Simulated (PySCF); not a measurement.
# Radial density of Re³⁺ (rhenium, charge +3)

UHF, [Xe] 4f14 5d4, high-spin 5D determinant. Calculation: PySCF 2.14, in x2c-TZVPPall with one added diffuse shell each of s, p, d, f type (12s8p8d4f1g, 113 functions); the spin-free X2C one-electron Hamiltonian (Gaussian nucleus).

| r (bohr) | 4πr²ρ (e/bohr) | 4πr²(ρα − ρβ) |
| --- | --- | --- |
| 0.0137 | 103.6 | -0.0025 |
| 0.0231 | 90.34 | -0.0030 |
| 0.0388 | 118.4 | 0.0101 |
| 0.0652 | 132.9 | 0.1182 |
| 0.110 | 108.1 | 0.2641 |
| 0.185 | 116.1 | -0.0092 |
| 0.310 | 66.80 | 0.2978 |
| 0.522 | 64.04 | 0.0806 |
| 0.878 | 20.63 | 1.0242 |
| 1.48 | 8.246 | 3.0006 |
| 2.49 | 0.9898 | 0.8108 |
| 4.18 | 0.03191 | 0.0318 |
| 7.03 | 0.0001260 | 0.0001 |
| 11.8 | 2.427e-05 | 0.0000 |

Densities and radii are taken from the X2C orbitals without a picture-change correction, which distorts them close to the nucleus.

Spin-orbit coupling, absent here, splits the open shell strongly.

Task: Where is the radial spin density 4πr²(ρα − ρβ) most negative, and why is it negative at all?

Result: Around r = 0.185 bohr, down to -0.0092 e/bohr: exchange with the open shell polarises the paired shells in an unrestricted calculation.
